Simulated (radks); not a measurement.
Results of a calculation; reference values are marked as such.
Ionisation ladder of tantalum, from Ta I to Ta XXII. Each ion is in the ground configuration listed by NIST, and IE = E(next ion) - E(this ion). Level of theory: Dirac Kohn-Sham, relativistic LDA (MacDonald-Vosko exchange, VWN5 correlation), spin-unpolarised, spherical densities, finite nucleus; open shells fill j = l - 1/2 first; Fermi nuclear charge, rms radius 5.3507 fm (a radial shooting solver on a logarithmic mesh with Libxc functionals).

species            configuration  E (hartree)  IE, Delta-SCF (eV)  -e(HOMO) (eV)   HOMO  <r> HOMO (bohr)  IE, NIST (eV)       kind  error (eV)
Ta I           [Xe] 4f14 5d3 6s2  -15584.8266               8.566          3.964  5d3/2             2.21          7.550       exp.      +1.017
Ta II          [Xe] 4f14 5d3 6s1  -15584.5118              15.143         10.954  5d3/2             2.07           16.2  semi-emp.      -1.057
Ta III             [Xe] 4f14 5d3  -15583.9553              24.205         18.839  5d3/2             1.96             23     theory      +1.105
Ta IV              [Xe] 4f14 5d2  -15583.0658              35.780         29.794  5d3/2             1.82             35     theory      +0.780
Ta V               [Xe] 4f14 5d1  -15581.7509              48.422         41.942  5d3/2             1.71          48.27  semi-emp.      +0.150
Ta VI                  [Xe] 4f14  -15579.9715              94.812         81.930  4f7/2            0.636          94.01  semi-emp.      +0.802
Ta VII                 [Xe] 4f13  -15576.4872              120.67         108.02  4f7/2            0.614            119     theory        +1.7
Ta VIII   [Kr] 4d10 4f13 5s2 5p5  -15572.0527              138.70         128.11  4f7/2            0.609            139     theory        -0.3
Ta IX     [Kr] 4d10 4f13 5s2 5p4  -15566.9554              157.20         147.88  5p3/2             1.19            159     theory        -1.8
Ta X      [Kr] 4d10 4f13 5s2 5p3  -15561.1785              176.11         166.59  5p3/2             1.17            180     theory        -3.9
Ta XI     [Kr] 4d10 4f13 5s2 5p2  -15554.7065              208.11         192.29  4f7/2            0.594            213     theory        -4.9
Ta XII    [Kr] 4d10 4f13 5s2 5p1  -15547.0585              228.84         215.75  4f7/2            0.589            235     theory        -6.2
Ta XIII       [Kr] 4d10 4f13 5s2  -15538.6489              256.29         239.78  4f7/2            0.583            262     theory        -5.7
Ta XIV        [Kr] 4d10 4f12 5s2  -15529.2303              290.32         273.05  4f7/2            0.568            304     theory       -13.7
Ta XV         [Kr] 4d10 4f11 5s2  -15518.5614              334.39         307.82  4f7/2            0.554            338     theory        -3.6
Ta XVI        [Kr] 4d10 4f11 5s1  -15506.2728              357.69         334.80  4f7/2            0.549            363     theory        -5.3
Ta XVII           [Kr] 4d10 4f11  -15493.1280              380.92         362.20  4f7/2            0.545            396     theory       -15.1
Ta XVIII          [Kr] 4d10 4f10  -15479.1295              419.26         399.86  4f7/2            0.533            439     theory       -19.7
Ta XIX             [Kr] 4d10 4f9  -15463.7221              458.92         438.87  4f7/2            0.521            482     theory       -23.1
Ta XX              [Kr] 4d10 4f8  -15446.8572              499.87         479.18  4f7/2            0.511            530     theory       -30.1
Ta XXI             [Kr] 4d10 4f7  -15428.4875              542.07         520.76  4f7/2            0.501            570     theory       -27.9
Ta XXII            [Kr] 4d10 4f6  -15408.5667              588.69         566.65  4f5/2            0.488            610     theory       -21.3

Reference values: NIST Atomic Spectra Database (exp. = measured, semi-emp. = semi-empirical, theory = theoretical value adopted there). Errors are taken from the NIST values before rounding. The ionisation energy per charge of the ion left behind rises most, in proportion, at Ta VI ([Xe] 4f14), from 9.684 to 15.802 eV. Against the entries that are not theoretical the mean signed error is +2.0 % and the largest +13.5 %. Spin polarisation and multiplet splitting are left out, so open shells lie too high by an amount that depends on their filling.

Beside tabulated values, note that spin-unpolarised runs miss the spin-polarisation part of the exchange energy of open shells.
